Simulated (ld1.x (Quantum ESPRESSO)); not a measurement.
**What the settings do to the TM potential of vanadium**

Base potential:

ld1.x (Quantum ESPRESSO) 7.5 input, shortened:

```
&input
   title='V', zed=23., rel=1, dft='PBE', iswitch=3,
   config='[Ar] 3d3 4s1.5 4p0.5'
 /
 &inputp
   pseudotype=2, tm=.true., lloc=2,
   nlcc=.true., new_core_ps=.true.
 /
3
4S  1  0   1.50   0.00  2.25  2.25  0.0
4P  2  1   0.50   0.00  3.75  3.75  0.0
3D  3  2   3.00   0.00  1.05  1.05  0.0
 &test
   configts(1)='3d3 4s1.5 4p0.5'
 /
```

All-electron outer shells of the reference configuration (PBE, scalar-relativistic, ld1.x):

| shell | level (eV) | outermost node (bohr) | outermost maximum (bohr) |
| --- | --- | --- | --- |
| 3s | -70.97 | 0.38 | 0.82 |
| 3p | -44.77 | 0.35 | 0.84 |
| 3d | -5.85 | – | 0.90 |
| 4s | -5.14 | 1.17 | 2.72 |
| 4p | -1.79 | 1.30 | 3.59 |

Cutoffs, loose and tight: the cutoffs (Ry, on a coarse ladder) from which the occupation-weighted sum of valence levels, in a spherical-Bessel basis at the reference potential, stays within 10 and 1 mRy of its value at 400 Ry. They do not see the model core or the augmentation charge, which bear on the density cutoff. Test errors are all-electron minus pseudo excitation energies from the reference, over the configurations 3d3 4s2 4p0; 3d3 4s1 4p0; 3d3 4s0 4p0; 3d2 4s2 4p0; 3d2 4s0 4p0; 3d2 4s2 4p1; 3d3.5 4s1.5 4p0. A dash means not determined; rows that change the core or the reference have their own tests. The largest error is taken over the tests solved by every variant that gives reliable tests at all: 3d2 4s0 4p0; 3d3 4s0 4p0; 3d3 4s1 4p0.

A true bound ghost makes a file unfit for plane-wave use even where its test errors are small: the radial tests pick states by their node count and pass the ghost by. Where a test does run into it, the solver fails or the error is huge.

| change | outcome | cutoff, loose | cutoff, tight | bound ghosts | largest test error (meV) |
| --- | --- | --- | --- | --- | --- |
| base | generated | 160 Ry | 180 Ry | s, p | -329 |
| all radii but the core radius scaled by about 0.77 (s 1.74, p 2.90, d 0.82 bohr) | generated | 230 Ry | 260 Ry | s, p | -442 |
| all radii but the core radius scaled by about 0.83 (s 1.88, p 3.12, d 0.88 bohr) | generated | 200 Ry | 230 Ry | s, p | -395 |
| all radii but the core radius scaled by about 1.03 (s 2.32, p 3.88, d 1.08 bohr) | generated | 140 Ry | 180 Ry | s, p | -328 |
| all radii but the core radius scaled by about 1.09 (s 2.44, p 4.08, d 1.14 bohr) | generated | 140 Ry | 160 Ry | s, p | -328 |
| all radii but the core radius scaled by about 1.17 (s 2.64, p 4.40, d 1.24 bohr) | generated | 120 Ry | 140 Ry | s, p | -338 |
| all radii but the core radius scaled by about 1.25 (s 2.82, p 4.70, d 1.32 bohr) | generated | 100 Ry | 120 Ry | s, p | -362 |
| all radii but the core radius scaled by about 1.31 (s 2.96, p 4.92, d 1.38 bohr) | generated | 100 Ry | 120 Ry | s, p | -390 |

**Question.** What comes out with this change to the base: all radii but the core radius scaled by about 1.39 (s 3.12, p 5.20, d 1.46 bohr)?

**Answer.** outcome: generated; cutoff, loose: 90 Ry; cutoff, tight: 110 Ry; bound ghosts: s, p; largest test error (meV): -427.

**Question.** What comes out with this change to the base: all radii but the core radius scaled by about 0.90 (s 2.04, p 3.38, d 0.94 bohr)?

**Answer.** outcome: generated; cutoff, loose: 180 Ry; cutoff, tight: 200 Ry; bound ghosts: s, p; largest test error (meV): -357.

Reading the sweep of the scale of all radii but the core radius (base = 1) (base included, trends over the rows without a ghost): Bound ghosts are found at 0.77, 0.83, 0.9, 1, 1.03, 1.09, 1.17, 1.25, 1.31, 1.39. Every judged row has one, so this setting neither creates nor removes them.
